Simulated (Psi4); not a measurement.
Psi4 input (wB97X-D/6-31G*):

```
memory 1500 MB

molecule {
1 2
B    -0.00000000   -0.00000000   -0.19866434
H     0.00000000    0.00000000    0.99332168
symmetry c1
no_reorient
no_com
}

set {
  basis 6-31G*
  reference uks
  scf_type pk
  dft_radial_points 99
  dft_spherical_points 590
  e_convergence 1e-8
  d_convergence 1e-7
  maxiter 150
}

e = energy('wb97x-d')
print_out(f'\nFINAL {e:.10f} DIPOLE {variable("CURRENT DIPOLE")[0]:.6f} {variable("CURRENT DIPOLE")[1]:.6f} {variable("CURRENT DIPOLE")[2]:.6f}\n')
```

Output:

```
   => Loading Basis Set <=

    Name: 6-31G*
    Role: ORBITAL
    Keyword: BASIS
    atoms 1 entry B          line    94 file 6-31gs.gbs
    atoms 2 entry H          line    44 file 6-31gs.gbs

   => WB97X-D: Empirical Dispersion <=

    Chai and Head-Gordon Dispersion Correction
    Chai, J.-D.; Head-Gordon, M. (2010), J. Chem. Phys., 132: 6615-6620

        s6 =       1.000000

         ---------------------------------------------------------
                                   SCF
               by Justin Turney, Rob Parrish, Andy Simmonett
                          and Daniel G. A. Smith
                              UKS Reference
         ---------------------------------------------------------

  ==> Geometry <==

    Molecular point group: c1
    Full point group: C_inf_v

    Geometry (in Angstrom), charge = 1, multiplicity = 2:

       Center              X                  Y                   Z               Mass
    ------------   -----------------  -----------------  -----------------  -----------------
         B            0.000000000000     0.000000000000    -0.198664340000    11.009305360000
         H            0.000000000000     0.000000000000     0.993321680000     1.007825032230

  Running in c1 symmetry.

  Rotational constants: A = ************  B =     11.79747  C =     11.79747 [cm^-1]
  Rotational constants: A = ************  B = 353679.30445  C = 353679.30445 [MHz]
  Nuclear repulsion =    2.219729098290935

  Charge       = 1
  Multiplicity = 2
  Electrons    = 5
  Nalpha       = 3
  Nbeta        = 2

  ==> Algorithm <==

  SCF Algorithm Type is PK.
  DIIS enabled.
  MOM disabled.
  Fractional occupation disabled.
  Guess Type is SAD.
  Energy threshold   = 1.00e-08
  Density threshold  = 1.00e-07
  Integral threshold = 1.00e-12

  ==> Primary Basis <==

  Basis Set: 6-31G*
    Blend: 6-31G*
    Number of shells: 8
    Number of basis functions: 17
    Number of Cartesian functions: 17
    Spherical Harmonics?: false
    Max angular momentum: 2

  ==> DFT Potential <==

   => LibXC <=

    Version 7.1.2
    S. Lehtola, C. Steigemann, M. J. T. Oliveira, and M. A. L. Marques,  SoftwareX 7, 1–5 (2018) (10.1016/j.softx.2017.11.002)

   => Composite Functional: WB97X-D <=

    wB97X-D Hyb-GGA Exchange-Correlation Functional

    J.-D. Chai and M. Head-Gordon,  Phys. Chem. Chem. Phys. 10, 6615–6620 (2008) (10.1039/B810189B)

    Deriv               =              1
    GGA                 =           TRUE
    Meta                =          FALSE

    Exchange Hybrid     =           TRUE
    MP2 Hybrid          =          FALSE

   => Exchange-Correlation Functionals <=

    1.0000   wB97X-D range-separated functional

   => Exact (HF) Exchange <=

    0.7780            HF,LR [omega = 0.2000]
    0.2220               HF

   => LibXC Density Thresholds  <==

    XC_HYB_GGA_XC_WB97X_D:  1.00E-14

   => Molecular Quadrature <=

    Radial Scheme          =       TREUTLER
    Pruning Scheme         =           NONE
    Nuclear Scheme         =       TREUTLER

    Blocking Scheme        =         OCTREE
    BS radius alpha        =              1
    Pruning alpha          =              1
    Radial Points          =             99
    Spherical Points       =            590
    Total Points           =         110896
    Total Blocks           =            888
    Max Points             =            256
    Max Functions          =             17
    Weights Tolerance      =       1.00E-15

  ==> Integral Setup <==

  Using in-core PK algorithm.
   Calculation information:
      Number of atoms:                   2
      Number of AO shells:               8
      Number of primitives:             19
      Number of atomic orbitals:        17
      Number of basis functions:        17

      Integral cutoff                 1.00e-12
      Number of threads:                 1

  Performing in-core PK
  Using 35343 doubles for integral storage.
  We computed 666 shell quartets total.
  Whereas there are 666 unique shell quartets.

  Computing range-separated integrals for PK
  We computed 666 wK shell quartets total.
  Whereas there are 666 wK unique shell quartets.

  ==> DiskJK: Disk-Based J/K Matrices <==

    J tasked:                  Yes
    K tasked:                  Yes
    wK tasked:                 Yes
    Omega:               2.000E-01
    Schwarz Cutoff:          1E-12


  Cached 100.0% of DFT collocation blocks in 0.055 [GiB].

  Minimum eigenvalue in the overlap matrix is 3.0400981020E-02.
  Reciprocal condition number of the overlap matrix is 7.3095032395E-03.
    Using symmetric orthogonalization.

  ==> Pre-Iterations <==

  SCF Guess: Superposition of Atomic Densities via on-the-fly atomic UHF (no occupation information).

   -------------------------
    Irrep   Nso     Nmo
   -------------------------
     A         17      17
   -------------------------
    Total      17      17
   -------------------------

  ==> Iterations <==

                        Total Energy        Delta E     RMS |[F,P]|

   @UKS iter SAD:   -24.72758321000349   -2.47276e+01   0.00000e+00
   @UKS iter   1:   -24.90228347359927   -1.74700e-01   9.26064e-03 DIIS/ADIIS
   @UKS iter   2:   -24.92895548170819   -2.66720e-02   1.99928e-03 DIIS/ADIIS
   @UKS iter   3:   -24.92962083735485   -6.65356e-04   3.63689e-04 DIIS/ADIIS
   @UKS iter   4:   -24.92967463666342   -5.37993e-05   8.08334e-05 DIIS
   @UKS iter   5:   -24.92967815858889   -3.52193e-06   1.98073e-05 DIIS
   @UKS iter   6:   -24.92967844348039   -2.84892e-07   5.13405e-06 DIIS
   @UKS iter   7:   -24.92967846311818   -1.96378e-08   2.88817e-07 DIIS
   @UKS iter   8:   -24.92967846315971   -4.15277e-11   3.67764e-08 DIIS
  Energy and wave function converged.

  ==> Post-Iterations <==

   Electrons on quadrature grid:
      Nalpha   =    3.0000000004 ; deviation = 3.665e-10
      Nbeta    =    2.0000000002 ; deviation = 2.121e-10
      Ntotal   =    5.0000000006 ; deviation = 5.786e-10

   @Spin Contamination Metric:   1.370196265E-03
   @S^2 Expected:                7.500000000E-01
   @S^2 Observed:                7.513701963E-01
   @S   Expected:                5.000000000E-01
   @S   Observed:                5.000000000E-01

    Orbital Energies [Eh]
    ---------------------

    Alpha Occupied:

       1A     -7.393178     2A     -0.933649     3A     -0.732819

    Alpha Virtual:

       4A     -0.347157     5A     -0.347157     6A     -0.043800
       7A      0.167736     8A      0.207904     9A      0.207904
      10A      0.229886    11A      0.665705    12A      0.913805
      13A      0.913805    14A      0.962728    15A      0.962729
      16A      1.374126    17A      3.008469

    Beta Occupied:

       1A     -7.382057     2A     -0.902171

    Beta Virtual:

       3A     -0.386964     4A     -0.307422     5A     -0.307422
       6A     -0.017460     7A      0.197287     8A      0.239472
       9A      0.239472    10A      0.299939    11A      0.695819
      12A      0.977640    13A      0.977640    14A      1.003397
      15A      1.003397    16A      1.429218    17A      3.091270

    Final Occupation by Irrep:
              A
    DOCC [     2 ]
    SOCC [     1 ]
    NA   [     3 ]
    NB   [     2 ]

  @UKS Final Energy:   -24.92967846315971

   => Energetics <=

    Nuclear Repulsion Energy =              2.2197290982909350
    One-Electron Energy =                 -35.0664131071068397
    Two-Electron Energy =                  10.6580361440639386
    DFT Exchange-Correlation Energy =      -2.7410284353130407
    Empirical Dispersion Energy =          -0.0000021630946983
    VV10 Nonlocal Energy =                  0.0000000000000000
    Total Energy =                        -24.9296784631597070

  UHF NO Occupations:
  HONO-2 :    1  A 1.9999968
  HONO-1 :    2  A 1.9993179
  HONO-0 :    3  A 1.0000000
  LUNO+0 :    4  A 0.0006821
  LUNO+1 :    5  A 0.0000032
  LUNO+2 :    6  A 0.0000000
  LUNO+3 :    7  A 0.0000000

Computation Completed

Properties will be evaluated at   0.000000,   0.000000,   0.000000 [a0]

Properties computed using the SCF density matrix

 Multipole Moments:

 ------------------------------------------------------------------------------------
     Multipole            Electronic (a.u.)      Nuclear  (a.u.)        Total (a.u.)
 ------------------------------------------------------------------------------------

 L = 1.  Multiply by 2.5417464519 to convert [e a0] to [Debye]
 Dipole X            :          0.0000000            0.0000000            0.0000000
 Dipole Y            :          0.0000000            0.0000000            0.0000000
 Dipole Z            :         -0.0573823           -0.0000000           -0.0573823
 Magnitude           :                                                    0.0573823

 ------------------------------------------------------------------------------------

FINAL -24.9296784632 DIPOLE 0.000000 0.000000 -0.057382

*** Psi4 exiting successfully. Buy a developer a beer!
```

The dipole moment of an ion depends on the origin.
